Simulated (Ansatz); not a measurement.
`C[O][Sc]([F])[F]` + `N[SiH](O)F` → `[F][Sc]([F])[F]` + `CO[SiH](N)O`  (redistribution)

Gas-phase electronic energies from Ansatz, PBE0-D4/def2-TZVP geometries. CBS: MP2 limit from def2 TZ/QZ plus the TZ coupled-cluster correction, frozen cores. This one scheme is used for every species. For Sc outer-core shells are correlated without core-valence functions, which leaves a few kJ/mol of doubt a bond. Scalar relativity is left out up to krypton. One conformer a species, not always the lowest.

| species | CCSD(T)/CBS(def2) energy (Eh) |
| --- | --- |
| `C[O][Sc]([F])[F]` | -1075.01863 |
| `N[SiH](O)F` | -521.31725 |
| `[F][Sc]([F])[F]` | -1059.81008 |
| `CO[SiH](N)O` | -536.52175 |

Task: Work out ΔE.

Result: ΔE = (-1059.81008) + (-536.52175) − (-1075.01863) − (-521.31725) = 0.00405 Eh = +10.6 kJ/mol.

Largest T1 diagnostic among the species: 0.017.

The D4 term adds −4.1 kJ/mol with B3LYP and −2.3 kJ/mol with PBE0; it sums over pairs of atoms, weighted by their polarisabilities, and B3LYP, whose exchange is more repulsive, gets the larger term. Leaving LDA and LC-ωPBE aside and taking each functional with its dispersion term where it has one, the values, not all of them listed here, spread over 11.4 kJ/mol, from revPBE-D4 to B2PLYP.

B3LYP here is the variant with VWN-RPA as its local correlation; programs differ in this.
